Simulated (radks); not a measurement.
Species: V+. Configuration: [Ar] 3d2.5 4s1 4p0.5 (fractional occupations, a model configuration). Method: non-relativistic Kohn-Sham, LDA (Slater exchange, Perdew-Wang correlation), spin-polarised, spherical densities, point nucleus; open shells are filled with parallel spins first; computed with a radial shooting solver on a logarithmic mesh with Libxc functionals. Some entries of the table are withheld. Estimate them.

orbital,occ.,eigenvalue (hartree),<r^2> (bohr^2),<r> (bohr)
1s up,1,-195.6242,0.006054,0.06718
1s down,1,-195.6217,0.006054,0.06718
2s up,1,-22.24339,0.1150,0.3121
2s down,1,-22.20464,0.1148,0.3117
2p up,3,-18.85805,0.09364,0.2757
2p down,3,-18.82761,0.09336,0.2753
3s up,1,-2.96628,1.049,0.9534
3s down,1,-2.87160,1.051,0.9544
3p up,3,-2.04572,(1),1.011
3p down,3,-1.95183,(2),1.013
3d up,2.5,-0.61781,2.149,1.292
3d down,0,-0.52412,2.201,1.303
4s up,1,-0.47068,9.525,2.897
4s down,0,-0.39265,10.45,3.023
4p up,0.5,-0.30757,13.79,3.477
4p down,0,-0.24365,16.52,3.788

Answer. 
(1) 3p up <r^2> (bohr^2): 1.205
(2) 3p down <r^2> (bohr^2): 1.208
